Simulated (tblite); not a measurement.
Species: C5H9O2P.
Bonds: O1–C2 (double), C2–C3, C3–C4, C4–P5, P5–O6 (double), P5–C7, C7–C8, C2–C8. Hydrogens: H9, H10 on C3; H11, H12 on C4; H13 on P5; H14, H15 on C7; H16, H17 on C8.

Computed with GFN2-xTB (tblite), gas phase: L-BFGS steps from a force-field or distance-geometry start until the largest atomic force falls under 0.01 eV/Å.

Step 1: E = -707.0560 eV
```
atom  x, y, z in Å  |  force x, y, z in eV/Å
O1      0.7219   -2.3547    0.9372    1.095  -2.765   2.098
C2      0.3644   -1.4767    0.2623   -1.132   2.707  -2.016
C3     -1.1080   -1.0970    0.1203    0.126   0.111   0.137
C4     -1.3599    0.3262    0.6432   -0.098   0.020   0.121
P5     -0.3945    1.5255   -0.3499    0.770  -0.641   2.363
O6     -0.7508    1.4343   -1.7277   -0.831   0.519  -2.747
C7      1.2871    0.8479   -0.0661    0.042   0.163   0.063
C8      1.3359   -0.6115   -0.5338   -0.097   0.017   0.204
H9     -1.3972   -1.1927   -0.9282    0.025   0.197  -0.022
H10    -1.7071   -1.8096    0.7039    0.116   0.110  -0.086
H11    -2.4149    0.5748    0.5490   -0.172  -0.004   0.022
H12    -1.0720    0.3911    1.6861   -0.037  -0.016   0.249
H13    -0.4741    2.8098    0.3178    0.044  -0.747  -0.439
H14     1.9972    1.4416   -0.6361    0.171   0.087  -0.058
H15     1.5287    0.9128    0.9885    0.186   0.003   0.189
H16     1.0901   -0.6979   -1.5919   -0.099   0.176  -0.067
H17     2.3464   -1.0119   -0.3846   -0.110   0.062  -0.011
```

Step 2: E = -707.1893 eV
```
atom  x, y, z in Å  |  force x, y, z in eV/Å
O1      0.7294   -2.3742    0.9518   -0.201   0.426  -0.352
C2      0.3572   -1.4583    0.2487    0.181  -0.611   0.526
C3     -1.1072   -1.0960    0.1209    0.055   0.133   0.103
C4     -1.3615    0.3266    0.6463   -0.122  -0.040   0.098
P5     -0.3891    1.5181   -0.3369    0.055  -0.497  -0.052
O6     -0.7569    1.4402   -1.7461   -0.219   0.553  -0.473
C7      1.2885    0.8506   -0.0642    0.121   0.051   0.038
C8      1.3341   -0.6118   -0.5320   -0.005   0.112   0.089
H9     -1.3970   -1.1908   -0.9283    0.008   0.213  -0.017
H10    -1.7058   -1.8084    0.7030    0.135   0.074  -0.066
H11    -2.4163    0.5747    0.5491   -0.157   0.005   0.022
H12    -1.0725    0.3908    1.6878   -0.040  -0.025   0.295
H13    -0.4736    2.8030    0.3140    0.060  -0.720  -0.359
H14     1.9986    1.4423   -0.6366    0.149   0.086  -0.051
H15     1.5305    0.9127    0.9898    0.206   0.006   0.215
H16     1.0892   -0.6962   -1.5927   -0.083   0.196  -0.027
H17     2.3455   -1.0114   -0.3845   -0.144   0.037   0.011
```

**Question.** Estimate the geometry and energy of step 3. (The exact step hangs on the optimiser's Hessian estimate; all steps are aligned on step 2, rigid shifts and turns removed.)

**Answer.** E = -707.2197 eV, largest force 0.874 eV/Å
```
atom  x, y, z in Å  |  force x, y, z in eV/Å
O1      0.7282   -2.3724    0.9501   -0.005  -0.072   0.025
C2      0.3584   -1.4630    0.2532   -0.008  -0.016   0.095
C3     -1.1063   -1.0939    0.1225    0.040   0.068   0.054
C4     -1.3637    0.3262    0.6489   -0.087  -0.063   0.127
P5     -0.3872    1.5090   -0.3357   -0.183  -0.317  -0.794
O6     -0.7613    1.4496   -1.7565   -0.005   0.481   0.274
C7      1.2907    0.8522   -0.0630    0.148  -0.017   0.062
C8      1.3334   -0.6104   -0.5303   -0.019   0.069   0.041
H9     -1.3968   -1.1873   -0.9285    0.033   0.214   0.031
H10    -1.7035   -1.8070    0.7019    0.088   0.035  -0.041
H11    -2.4189    0.5747    0.5494   -0.129   0.003   0.028
H12    -1.0733    0.3903    1.6923   -0.063  -0.018   0.225
H13    -0.4726    2.7912    0.3080    0.063  -0.668  -0.300
H14     2.0010    1.4437   -0.6374    0.117   0.070  -0.027
H15     1.5338    0.9127    0.9930    0.184   0.017   0.149
H16     1.0879   -0.6929   -1.5933   -0.076   0.191   0.046
H17     2.3432   -1.0107   -0.3844   -0.097   0.022   0.006
```

The energy changes by -0.0304 eV. The first-order estimate −F·Δx gives -0.0412 eV and the mean of the old and new forces, exact on a quadratic surface, -0.0304 eV. The step makes an angle of 22° with the force vector and moves no atom by more than 0.015 Å.

What follows is the cost of the whole relaxation. Time: 0.35 s of wall time. Hardware: an Arm Neoverse V1 with one thread, shared host.
